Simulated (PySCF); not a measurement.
# Correlation energy of Ir⁶⁷⁺ (iridium, charge +67)

Starting occupation: [Ne]. Computed with PySCF 2.14 in an even-tempered Gaussian basis (17 s from 13 bohr⁻², ratio 2.6; 14 p from 17 bohr⁻², ratio 2.6; 6 d from 17 bohr⁻², ratio 2.8; 3 f from 360 bohr⁻², ratio 2.8), with X2C-1e with screened-nucleus spin-orbit coupling, Gaussian nucleus. Frozen: 1s2; 8 electrons correlated; the 52 highest virtual spinors left out.

MP2 pair energies summed by pair of shells (mhartree):

```json
{"pair": "2p1/2-2p3/2", "energy": "-108.26", "share (%)": "32.9"}
{"pair": "2p3/2-2p3/2", "energy": "-100.77", "share (%)": "30.6"}
{"pair": "2p3/2-2s1/2", "energy": "-51.96", "share (%)": "15.8"}
{"pair": "2p1/2-2s1/2", "energy": "-28.49", "share (%)": "8.7"}
{"pair": "2p1/2-2p1/2", "energy": "-25.43", "share (%)": "7.7"}
{"pair": "2s1/2-2s1/2", "energy": "-13.94", "share (%)": "4.2"}
```

Total MP2 correlation energy: -328.85 mhartree.

The virtual space was cut to 52 spinors, which keep -272.05 of the -328.85 mhartree of MP2 correlation.

| level | correlation energy (mhartree) |
| --- | --- |
| CCSD | -272.89 |
| (T) | -0.02 |
| CCSD(T) | -272.91 |

Diagnostics: T1 = 1.7e-05, largest double amplitude 0.002.

**Question.** Is a single reference adequate?

**Answer.** Yes: T1 lies below 0.03 and no double amplitude reaches 0.07.

The coupled-cluster values are those of the cut space; adding the MP2 remainder, -56.80 mhartree, estimates the full space.

At this charge the one-electron X2C treatment keeps the bare 1/r₁₂, with no two-electron picture change or Breit term. The effect here is smaller than on the frozen 1s shell.
